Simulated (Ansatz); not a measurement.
Ideal-gas functions of ClGeH3, SMILES `[Cl][GeH3]` at 800 K and 1 bar, from an Ansatz frequency run at PBE0-D4/def2-TZVP.

Molar mass 111.09 g/mol, point group C3v (symmetry number 3), electronic degeneracy 1, moments of inertia 6.482, 117.832, 117.832 u Å². Harmonic wavenumbers (cm⁻¹, unscaled): 427, 596, 596, 849, 871, 871, 2179, 2189, 2189.

Use S(trans) = R[1.5 ln M + 2.5 ln T − 1.1517]; rotational temperatures θ = 24.2544 K / I; S(rot) = R[ln(√π/σ · √(T³/θAθBθC)) + 1.5]; for each mode x = 1.438777 ν̃/T, S = R[x/(eˣ − 1) − ln(1 − e⁻ˣ)] and H = RT x/(eˣ − 1); 1 cm⁻¹ = 0.0119627 kJ/mol; R = 8.31446 J/(mol·K).

Task: By hand: the entropy, in J/(mol·K).

Result: Translation 188.1. Rotation: θ = 3.7418, 0.2058, 0.2058 K, giving 99.1. Vibration, mode by mode: 10.71, 8.12, 8.12, 5.56, 5.38, 5.38, 0.83, 0.82, 0.82, in all 45.7. Electronic 0.0. Sum 332.9 J/(mol·K).

Task: By hand: H − E and G − E in kJ/mol, counted from the electronic energy.

Result: Zero-point energy ½ × 10767 × 0.0119627 = 64.4; thermal vibration 21.7; translation, rotation and pV give 4 RT = 26.6. H − E = 112.7 kJ/mol, and G − E = 112.7 − 800 × 332.9/1000 = -153.6 kJ/mol.

Vibration gives 14 % of the entropy.
